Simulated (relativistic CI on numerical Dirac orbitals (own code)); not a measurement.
## Ar¹⁴⁺: sensitivity of the levels to the model

Base calculation: Dirac-Coulomb-Breit CI, orbitals from a KLI potential per configuration, model QED (radiative potential, 1s self-energy scaled to tabulated hydrogen-like ionisation energies), unscaled Slater integrals.

Configuration list (outside the closed core 1s2): 2s2, 2s 2p, 2p2, 2p 3s, 2p 3p, 2s 3s, 2s 3p, 2s 3d, 2s 4s, 2s 4p, 2s 4d, 2s 4f, 3s2, 3s 3p, 3p2. Levels of other configurations are missing.

Variants: (1) valence Slater integrals scaled by 0.9. Shifts of the energy above 2s2 1S_0, in eV, for the lowest level and the first level of each name with at least 55 % of one term (blank where a level changes its place among those of its configuration and J or its character, or is not in the variant):

| Level | Base | Δ(1) |
| --- | --- | --- |
| 2s2 1S_0 | 0.000 | 0.000 |
| 2s 2p 3P°_0 | 28.493 | -0.256 |
| 2s 2p 3P°_1 | 29.384 | -0.263 |
| 2s 2p 3P°_2 | 31.457 | -0.254 |
| 2s 2p 1P°_1 | 57.733 | -2.969 |
| 2p2 3P_0 | 75.376 | -0.514 |
| 2p2 3P_1 | 76.619 | -0.483 |
| 2p2 3P_2 | 78.264 | -0.511 |
| 2p2 1D_2 | 86.396 | -1.273 |
| 2p2 1S_0 | 105.879 | -3.610 |
| 2s 3s 3S_1 | 487.991 | -0.574 |
| 2s 3s 1S_0 | 493.419 | -1.068 |
| 2s 3p 1P°_1 | 501.684 |  |
| 2s 3p 3P°_0 | 501.863 | -0.854 |
| 2s 3p 3P°_1 | 502.405 |  |
| 2s 3p 3P°_2 | 502.713 | -0.857 |
| 2s 3d 3D_1 | 509.410 | -0.710 |
| 2s 3d 3D_2 | 509.517 | -0.715 |
| 2s 3d 3D_3 | 509.692 | -0.721 |
| 2s 3d 1D_2 | 515.184 | -1.301 |
| 2p 3s 3P°_0 | 524.039 | -0.896 |
| 2p 3s 3P°_1 | 524.787 | -0.936 |

At this charge energies of transitions that change n are usually good to better than 1 %, and those within a shell (Δn = 0) to a few per cent.

Ionisation energy from the two ground configurations alone: base 849.858 eV. The NIST ASD value (semi-empirical) is 855.5 eV.

LS names give the leading component of a level, which can be under half, so a name can repeat, a term be missing and a line seem to break the LS rules.
